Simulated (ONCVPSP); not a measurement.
# Before and after: ONCV potential for thallium (Tl)

thallium (Tl), optimised norm-conserving Vanderbilt (ONCV), made with ONCVPSP 4.0.1 (PBEsol, scalar-relativistic). Core [Kr] 4d10 4f14, reference 5s2 5p6 5d10 6s2 6p0.5 (charge +0.5). Waves: 5s+6s: rc 1.45 bohr, ncon 5, nbas 9, qcut 9.3 1/bohr, 2 projectors; 5p+6p: rc 1.55 bohr, ncon 5, nbas 8, qcut 7.4 1/bohr, 2 projectors; 5d: rc 1.25 bohr, ncon 4, nbas 9, qcut 7.6 1/bohr, 2 projectors, debl 0.8 Ha. Local part: polynomial inside 1.20 bohr (lpopt 5, dvloc0 0 Ha). Core correction: Teter function fitted to the true core (icmod 2), fcfact 0.2.

Change: s: rc 1.72.

Cutoffs: the cutoffs (Ha) at which the residual kinetic energy of the hardest occupied pseudo-wave falls to 1 and 0.1 mHa per electron; they do not see the model core or the augmentation charge, which bear on the density cutoff. Errors are all-electron minus pseudo energies relative to the spin-unpolarised reference configuration.

Q: Predict the effect on cutoff, ghosts and configuration errors.

A: The potential gets softer (34 Ha and 72 Ha → 29 Ha and 72 Ha); the errors of the 4 common tests hardly move; neither file shows a bound ghost. A larger radius leaves more room for a smooth pseudo-wave, so fewer plane waves are needed.

| quantity | base | changed |
| --- | --- | --- |
| cutoff, loose | 34 Ha | 29 Ha |
| cutoff, tight | 72 Ha | 72 Ha |
| loose cutoff by channel | s 34 Ha, p 25 Ha, d 23 Ha | s 29 Ha, p 25 Ha, d 23 Ha |
| bound ghosts | none | none |
| GHOST(+) flags under 300 eV | none | s at 213.1 eV |
| error for 5s2 5p6 5d10 6s2 6p1, meV [ΔE -1.85 eV] | +0.8 | +0.8 |
| error for 5s2 5p6 5d10 6s2 6p0, meV [ΔE 3.30 eV] | -1.6 | -1.6 |
| error for 5s2 5p6 5d10 6s1 6p0, meV [ΔE 24.14 eV] | -10.0 | -11 |
| error for 5s2 5p6 5d9 6s2 6p1, meV [ΔE 19.40 eV] | -5.3 | -5.7 |
| p: phases at 1.57 bohr within 0.05 rad from the reference energy up to (Ha; the scan ends near 5) | to the end of the scan | to the end of the scan |
| d: phases at 1.27 bohr within 0.05 rad from the reference energy up to (Ha; the scan ends near 5) | to the end of the scan | to the end of the scan |
| rms error of d²Exc/dni dnj with the model core, mHa | 0.29 | 0.33 |
